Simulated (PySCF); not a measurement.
Sb(H)(Me)2 (C2H7Sb), SMILES [CH3][SbH][CH3]. Atoms are numbered in the order given.

```xyz
10

Sb    -0.0372     0.3970     0.0000
H      1.6714     0.6071     0.0000
C      0.0127    -1.0758    -1.5984
H      0.7675    -1.8468    -1.3928
H     -0.9775    -1.5462    -1.6804
H      0.2459    -0.5801    -2.5513
C      0.0127    -1.0758     1.5984
H      0.7675    -1.8468     1.3928
H      0.2459    -0.5801     2.5513
H     -0.9775    -1.5462     1.6804
```
Charge 0, spin multiplicity 1.

Coordinates come from a PBE0-D3(BJ)/def2-SVP optimisation. The def2 effective core potentials stand for the cores of Sb; spin–orbit coupling is left out.

Calculation: TDA-B3LYP/def2-SVPD run with PySCF 2.14.0.

Vertical excitations. The molecule is in vacuum. State labels are in the subgroup Cs.

```
state  symmetry  energy (eV)  λ (nm)      f                                                                main pairs
-----  --------  -----------  ------  -----  ------------------------------------------------------------------------
S1           A'         5.63     220  0.084                                                          HOMO→LUMO+1 93 %
S2           A"         5.65     219  0.138                                                            HOMO→LUMO 94 %
S3           A'         6.27     198  0.178                                                          HOMO→LUMO+2 94 %
S4           A'         6.83     181  0.036                                                          HOMO→LUMO+3 91 %
S5           A"         6.91     179  0.018                                                        HOMO−1→LUMO+1 88 %
S6           A"         7.29     170  0.067                                                          HOMO−2→LUMO 77 %
S7           A'         7.33     169  0.173                                                          HOMO−1→LUMO 84 %
S8           A'         7.70     161  0.077                                      HOMO−2→LUMO+1 71 %, HOMO→LUMO+5 18 %
S9           A"         7.78     159  0.002                                      HOMO→LUMO+4 72 %, HOMO−1→LUMO+2 18 %
S10          A'         7.81     159  0.015                                      HOMO→LUMO+5 77 %, HOMO−2→LUMO+1 14 %
T1           A"         4.65     267      0                                                            HOMO→LUMO 96 %
T2           A'         4.67     265      0                                                          HOMO→LUMO+1 92 %
T3           A'         5.81     213      0                                                          HOMO→LUMO+2 85 %
T4           A'         6.29     197      0  HOMO−1→LUMO 52 %, HOMO−2→LUMO+1 18 %, HOMO→LUMO+3 14 %, HOMO→LUMO+2 10 %
```
Triplets are in the Tamm–Dancoff approximation.
